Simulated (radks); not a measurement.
Ir, 77 electrons, occupied as [Xe] 4f14 5d7 6s2. Method: scalar-relativistic Kohn-Sham, PBEsol, spin-polarised, spherical densities, finite nucleus; open shells are filled with parallel spins first (spin-orbit coupling, left out, can overturn this in heavy ions); Fermi nuclear charge, rms radius 5.4032 fm; computed with a radial shooting solver on a logarithmic mesh with Libxc functionals.

Radial electron density D(r) = 4 pi r^2 rho(r):

| r (bohr) | D(r) (e/bohr) | spin D(r) |
|---|---|---|
| 0.001197 | 12.02 | 0.00000336 |
| 0.001393 | 15.00 | 0.00000401 |
| 0.001622 | 18.62 | 0.00000470 |
| 0.001903 | 23.23 | 0.00000535 |
| 0.002216 | 28.45 | 0.00000575 |
| 0.002579 | 34.58 | 0.00000565 |
| 0.003003 | 41.63 | 0.00000458 |
| 0.003496 | 49.58 | 0.00000179 |
| 0.00407 | 58.31 | -0.00000394 |
| 0.004738 | 67.60 | -0.0000145 |
| 0.005515 | 77.08 | -0.0000327 |
| 0.006421 | 86.23 | -0.0000626 |
| 0.007475 | 94.39 | -0.000110 |
| 0.008702 | 100.9 | -0.000182 |
| 0.01013 | 104.9 | -0.000285 |
| 0.01189 | 106.2 | -0.000434 |
| 0.01384 | 104.6 | -0.000608 |
| 0.01611 | 100.9 | -0.000781 |
| 0.01876 | 96.72 | -0.000863 |
| 0.02184 | 94.21 | -0.000656 |
| 0.02542 | 95.58 | 0.000237 |
| 0.02959 | 102.3 | 0.00253 |
| 0.03445 | 113.9 | 0.00738 |
| 0.04011 | 127.9 | 0.0165 |
| 0.04669 | 139.3 | 0.0322 |
| 0.05436 | 143.4 | 0.0564 |
| 0.06328 | 138.0 | 0.0904 |
| 0.07367 | 125.8 | 0.132 |
| 0.08645 | 113.8 | 0.175 |
| 0.1006 | 111.3 | 0.201 |
| 0.1172 | 119.2 | 0.195 |
| 0.1364 | 129.8 | 0.146 |
| 0.1588 | 131.1 | 0.0660 |
| 0.1848 | 116.5 | -0.00534 |
| 0.2152 | 92.45 | -0.00985 |
| 0.2505 | 74.05 | 0.0881 |
| 0.2916 | 71.23 | 0.257 |
| 0.3395 | 79.26 | 0.392 |
| 0.3953 | 84.09 | 0.383 |
| 0.4601 | 76.43 | 0.214 |
| 0.5357 | 58.92 | 0.0159 |
| 0.6286 | 39.99 | 0.00421 |
| 0.7318 | 28.11 | 0.323 |
| 0.852 | 22.07 | 0.921 |
| 0.9918 | 18.53 | 1.59 |
| 1.155 | 15.05 | 2.06 |
| 1.344 | 11.29 | 2.19 |
| 1.565 | 7.913 | 1.97 |
| 1.822 | 5.390 | 1.55 |
| 2.121 | 3.674 | 1.07 |
| 2.469 | 2.493 | 0.641 |
| 2.874 | 1.629 | 0.328 |
| 3.346 | 0.9841 | 0.135 |
| 3.927 | 0.5121 | 0.0346 |
| 4.571 | 0.2388 | 0.000689 |
| 5.322 | 0.09541 | -0.00590 |
| 6.195 | 0.03198 | -0.00414 |
| 7.212 | 0.008698 | -0.00175 |
| 8.396 | 0.001850 | -0.000511 |
| 9.775 | 0.0002974 | -0.000105 |

D(r) has 4 maxima, at r = 0.0117, 0.0539, 0.149, 0.392 bohr, and minima at 0.0225, 0.0967, 0.278 bohr, inside which lie 1.89, 11.06, 30.02 electrons.
